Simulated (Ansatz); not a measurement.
Frontier orbitals of `C[S][Ti]([S]C)([S]C)[N](C)C`.

```xyz
25

C     2.3869    2.0496    0.5704
S     0.6257    2.3394    0.2038
Ti    0.0020    0.2510   -0.4900
S     1.5198   -0.5418   -1.9932
C     0.9359    0.6598   -3.2332
S    -2.1190    0.4573   -1.3374
C    -3.2395   -0.0606   -0.0043
N    -0.0036   -0.8748    0.9849
C    -0.3371   -2.2475    0.6671
C     0.2622   -0.6509    2.3816
H     2.5494    1.0803    1.0418
H     2.9713    2.0980   -0.3474
H     2.7154    2.8319    1.2554
H     0.2579    1.4103   -2.8076
H     1.7949    1.1933   -3.6389
H     0.4091    0.1352   -4.0288
H    -3.1269   -1.1247    0.1992
H    -3.0504    0.5092    0.9036
H    -4.2599    0.1287   -0.3374
H    -1.2194   -2.5784    1.2304
H     0.4943   -2.9235    0.9033
H    -0.5573   -2.3584   -0.4004
H    -0.6112   -0.9174    2.9924
H     1.1049   -1.2651    2.7266
H     0.4946    0.3990    2.5583
```

Total charge 0; spin multiplicity 1. Correlated methods include outer-core shells of Ti, which these sets cover unevenly. Scalar relativity is left out up to krypton. The structure was optimised at the PBE0-D4/def2-TZVP level. It is one conformer, not always the lowest. Basis def2-TZVPP, the Gaussian-basis code of Ansatz.

| functional | HOMO (eV) | LUMO (eV) | gap (eV) |
| --- | --- | --- | --- |
| PBE | -5.49 | -2.86 | 2.63 |
| B97M-V | -5.84 | -2.80 | 3.04 |
| r2SCANh | -6.15 | -2.41 | 3.74 |
| r2SCAN0 | -6.78 | -1.87 | 4.91 |
| CAM-B3LYP | -7.88 | -0.87 | 7.01 |
| LC-ωPBE | -9.22 | 0.15 | 9.37 |
| ωB97M-V | -8.74 | 0.12 | 8.86 |

LC-ωPBE has ω = 0.4 bohr⁻¹. Positive LUMOs are unbound and depend on the basis.
